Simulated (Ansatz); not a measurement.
`O=C([SeH])O[SiH3]`, charge 0, multiplicity 1.

Q: Give a relaxed structure at PBE0-D4/def2-TZVP (Ansatz 0.2.0). (Estimate.)

A: The calculation gave: 
Cartesian coordinates in Å:
```
O -1.6382 0.5711 0.5451
C -0.8712 -0.3404 0.6631
Se -1.2701 -1.8623 1.7581
O 0.3156 -0.4060 0.0665
Si 0.7523 0.9050 -0.9266
H -0.0032 -2.5471 1.4775
H 2.0910 0.5044 -1.4105
H -0.2024 1.0305 -2.0482
H 0.8262 2.1448 -0.1249
```
Point group Cs.
This is one stationary point; other conformers may exist.
